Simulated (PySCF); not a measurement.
Exercise with solution: oscillator strength and radiative lifetime

Ga(AsH2)(H)2 (AsGaH4), SMILES [GaH2][AsH2].

The structure is a stationary point at PBE0-D3(BJ)/def2-TZVP.

TDDFT-PBE0/def2-SVPD run with PySCF 2.14.0 puts the first singlet state with f over 0.02 at 6.09 eV (vertical), with the transition dipole (0.397, -0.494, 0.000) in atomic units.

Question: Find the oscillator strength, the wavelength and the radiative lifetime that this transition would have in vacuum if emission retraced absorption.

Answer: 
|μ|² = 0.4016 au, so |μ| = 1.61 D. ΔE = 6.09/27.211 = 0.2238 hartree. f = (2/3) ΔE |μ|² = 0.060 (the program prints 0.060).
λ = 1239.84/6.09 = 204 nm; ν = 49119 cm⁻¹.
Einstein's coefficient A = 0.6670 ν² f s⁻¹ (ν in cm⁻¹) = 9.6e7 s⁻¹, so τ = 1/A = 10 ns. This state is S5; the lower singlets have f = 0.015, 0.000, 0.000, 0.004. The figure is the radiative limit of this one transition; relaxation, internal conversion, crossing to triplets and a medium change what is measured.
